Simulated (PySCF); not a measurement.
C5H10O3.
Structure used (GFN2-xTB), in Å, numbered top down from 1:
```
atom  x, y, z in Å
C1     2.6644   -0.5143    0.1234
O2     2.0840   -0.2355   -1.1320
C3     0.7100   -0.4943   -1.1928
C4    -0.1434    0.5249   -0.4086
O5    -0.2562    0.2136    0.9642
C6    -1.5843   -0.1986    1.2079
C7    -2.3640    0.5206    0.1067
O8    -1.4386    0.5449   -0.9597
H9     3.7240   -0.2887    0.0234
H10    2.5379   -1.5719    0.3841
H11    2.2258    0.0980    0.9161
H12    0.4265   -0.4155   -2.2444
H13    0.4813   -1.5056   -0.8251
H14    0.3351    1.5179   -0.4858
H15   -1.6748   -1.2885    1.1066
H16   -1.8568    0.1048    2.2180
H17   -2.6236    1.5432    0.4120
H18   -3.2561   -0.0087   -0.2256
```

Definitions: NICS(0) = −σiso at the ring centroid; NICS(1) = −σiso and NICS(1)zz = −σzz at ±1 Å along the ring normal z. Level: GIAO PBE0/pcSseg-1 (PySCF, non-relativistic, gas phase) on the GFN2-xTB geometry, one conformer.

Ring bond lengths (Å), with Mayer bond orders in brackets: C4–O5 1.412 (0.92), O5–C6 1.412 (0.92), C6–C7 1.529 (1.04), C7–O8 1.412 (0.91), O8–C4 1.408 (0.93).

Task: What do the NICS probes read (ppm)?

Result: 
```json
{"ring": "C4–O5–C6–C7–O8", "type": "5-membered ring with 2 O; formal bonds all single", "NICS(0)": "-11.1", "NICS(1), two faces": "-3.3 / -4.1", "NICS(1)zz, two faces": "-8.8 / -8.0", "rms pucker (Å)": "0.14", "centre to ring atoms, mean (Å)": "1.21"}
```

Task: What can be read from them?

Result: 
- C4–O5–C6–C7–O8: mean NICS(1)zz -8.4 ppm, shielded. C4, C6, C7 have four or more neighbours, so the value isn't read as a sign of a π ring current. A hydrogen on C7, outside the ring, lies only 1.48 Å from a NICS(1) probe, which then mostly feels that atom. NICS(0) lies 7 ppm below the mean NICS(1).

Task: At the second NICS(1) probe listed for ring C4–O5–C6–C7–O8, 1 Å off the ring, what do the in-plane components average?

Result: The isotropic value is a third of the trace: (3 × -4.1 − (-8.0))/2 = -2.1 ppm.

Task: List the ring angles and the Hirshfeld charges of the ring atoms.

Result: 
- C4–O5–C6–C7–O8: C4 108.1° (+0.102 e), O5 107.9° (-0.145 e), C6 102.6° (-0.003 e), C7 102.6° (-0.002 e), O8 107.9° (-0.147 e); sum 529.0° against 540° for a flat convex ring.
